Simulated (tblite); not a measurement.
C6H7BOS.
Bonds: B1–C2, C2–C3, C3–C4 (double), C4–S5, S5–C6, C6–C7 (double), C7–C8, C8–O9 (double), C3–C8. Hydrogens: H10, H11 on B1; H12, H13 on C2; H14 on C4; H15 on C6; H16 on C7.

Computed with GFN2-xTB (tblite), gas phase: L-BFGS steps from a force-field or distance-geometry start until the largest atomic force falls under 0.01 eV/Å.

Step 35: E = -677.7789 eV
```
atom  x, y, z in Å  |  force x, y, z in eV/Å
B1     -2.4824    0.0134    0.6192    0.082  -0.001  -0.107
C2     -1.6028   -0.4089   -0.6150   -0.030   0.033   0.027
C3     -0.1718    0.0072   -0.4511   -0.024   0.027  -0.113
C4      0.2558    1.2019   -0.8973    0.069  -0.012   0.078
S5      1.8498    1.8526   -0.6915   -0.073  -0.063  -0.029
C6      2.6050    0.6185    0.2405   -0.033   0.028  -0.016
C7      2.0237   -0.5322    0.6095    0.071   0.006  -0.033
C8      0.6723   -0.9560    0.2781   -0.095   0.083   0.103
O9      0.2324   -2.0499    0.6162    0.145   0.055  -0.051
H10    -1.9895    0.0716    1.6738   -0.014   0.034   0.066
H11    -3.6048    0.2726    0.4642   -0.153  -0.031   0.027
H12    -1.6105   -1.5080   -0.5792    0.004   0.034  -0.018
H13    -2.0086   -0.1060   -1.5812    0.067   0.036   0.035
H14    -0.3956    1.8941   -1.4160    0.031  -0.129   0.028
H15     3.6221    0.8637    0.5107   -0.043  -0.012   0.001
H16     2.5969   -1.2255    1.2076   -0.004  -0.089   0.004
```

Step 36: E = -677.7823 eV
```
atom  x, y, z in Å  |  force x, y, z in eV/Å
B1     -2.4811    0.0150    0.6200    0.039   0.030  -0.056
C2     -1.6019   -0.4054   -0.6130   -0.020   0.022   0.017
C3     -0.1696    0.0062   -0.4543   -0.025   0.011  -0.087
C4      0.2581    1.2013   -0.8982    0.053  -0.013   0.073
S5      1.8514    1.8504   -0.6924   -0.060  -0.044  -0.028
C6      2.6037    0.6172    0.2425   -0.027   0.023  -0.012
C7      2.0246   -0.5363    0.6068    0.061   0.015  -0.021
C8      0.6730   -0.9599    0.2731   -0.064   0.093   0.089
O9      0.2319   -2.0542    0.6075    0.143   0.044  -0.042
H10    -1.9828    0.1072    1.6720   -0.041   0.027   0.019
H11    -3.6128    0.2421    0.4658   -0.101  -0.044   0.043
H12    -1.6148   -1.5044   -0.5778    0.009   0.025  -0.017
H13    -2.0088   -0.1027   -1.5779    0.054   0.040   0.013
H14    -0.3963    1.8935   -1.4129    0.039  -0.119   0.019
H15     3.6180    0.8653    0.5199   -0.036  -0.015  -0.007
H16     2.5996   -1.2264    1.2075   -0.024  -0.093  -0.004
```

Step 37: E = -677.7824 eV
```
atom  x, y, z in Å  |  force x, y, z in eV/Å
B1     -2.4752    0.0267    0.6234   -0.268   0.169   0.252
C2     -1.5975   -0.3894   -0.6048   -0.017  -0.041   0.007
C3     -0.1597   -0.0020   -0.4662   -0.022   0.016   0.002
C4      0.2684    1.1941   -0.9016    0.009   0.022   0.042
S5      1.8590    1.8402   -0.6986   -0.007   0.006  -0.003
C6      2.6007    0.6124    0.2510   -0.002  -0.003   0.011
C7      2.0315   -0.5534    0.5938    0.008   0.046   0.036
C8      0.6790   -0.9763    0.2518    0.023   0.071   0.023
O9      0.2314   -2.0729    0.5684    0.176   0.008   0.012
H10    -1.9615    0.2734    1.6631   -0.252  -0.076  -0.343
H11    -3.6480    0.0969    0.4755    0.360  -0.052   0.156
H12    -1.6370   -1.4873   -0.5750    0.029  -0.017  -0.026
H13    -2.0115   -0.0808   -1.5632    0.025   0.041  -0.046
H14    -0.3998    1.8854   -1.3972    0.066  -0.058  -0.029
H15     3.6017    0.8752    0.5637   -0.037  -0.036  -0.060
H16     2.6107   -1.2333    1.2044   -0.090  -0.095  -0.034
```

Question: Estimate the geometry and energy of step 38. (The exact step hangs on the optimiser's Hessian estimate; all steps are aligned on step 37, rigid shifts and turns removed.)

Answer: E = -677.7898 eV, largest force 0.110 eV/Å
```
atom  x, y, z in Å  |  force x, y, z in eV/Å
B1     -2.4795    0.0204    0.6198   -0.069   0.063   0.035
C2     -1.5996   -0.3968   -0.6085    0.000   0.002  -0.008
C3     -0.1650    0.0016   -0.4586   -0.007  -0.012   0.026
C4      0.2638    1.1961   -0.8975   -0.002   0.003   0.026
S5      1.8532    1.8439   -0.6985    0.010   0.018  -0.006
C6      2.6018    0.6159    0.2448   -0.006  -0.003   0.004
C7      2.0308   -0.5443    0.5997   -0.010   0.027   0.031
C8      0.6753   -0.9641    0.2685    0.050   0.055   0.002
O9      0.2357   -2.0608    0.5929    0.106  -0.025   0.017
H10    -1.9845    0.1748    1.6672   -0.027   0.014  -0.010
H11    -3.6256    0.1820    0.4721   -0.048  -0.051   0.038
H12    -1.6256   -1.4945   -0.5809    0.011  -0.020  -0.015
H13    -2.0053   -0.0861   -1.5696    0.015   0.040  -0.045
H14    -0.3996    1.8813   -1.4057    0.033  -0.035  -0.032
H15     3.6087    0.8711    0.5386    0.009  -0.009  -0.031
H16     2.6077   -1.2317    1.2041   -0.064  -0.067  -0.033
```

The energy changes by -0.0074 eV. The first-order estimate −F·Δx gives -0.0206 eV and the mean of the old and new forces, exact on a quadratic surface, -0.0089 eV. The step makes an angle of 79° with the force vector and moves no atom by more than 0.101 Å.

The cost below is that of the whole relaxation. Time: 1.1 s of wall time. Hardware: Arm Neoverse N1, one thread, shared host.
